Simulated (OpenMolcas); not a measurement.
Yb3+ among 6 point charges of -1.5 e arranged as an octahedron (Oh).

```
Program             : OpenMolcas
Method              : SS-CASPT2, IPEA 0.25 Eh, imaginary shift 0.1 Eh (closed shells correlated: 5s 5p)
Basis               : ANO-RCC-VTZP [8s7p5d3f2g1h]
Scalar Hamiltonian  : DKH2, point nucleus
Active space        : 13 electrons in 7 orbitals (4f)
State averaging     : 2S+1 = 2 odd, 7 roots
Spin-orbit coupling : RASSI with atomic mean-field integrals over the reference wave functions
```

All point charges move together. At R = 2.56 Å the width of the lowest J multiplet is 347 cm-1, and at R = 2.76 Å it is 252 cm-1.

**Question.** A third run gives 475 cm-1. What distance was it run at?

**Answer.** With a power law R^-n the two known points give n = -ln(252 / 347) / ln(2.76 / 2.56) = 4.25. Then R = 2.56 × (347 / 475)^(1/4.25) = 2.378 Å. The run was at 2.38 Å, so the estimate is off by -0.002 Å.

Roots that are degenerate in the reference are averaged as groups; the widest CASPT2 spread within a group is 32 cm-1 (the 3-fold group of multiplicity 2 near 137 cm-1 above the lowest state of its run, R = 2.76). Shifts and gaps below about the spread of the groups concerned are not significant. This is an electrostatic model: the charges have no orbitals. No measured value stands beside these numbers.
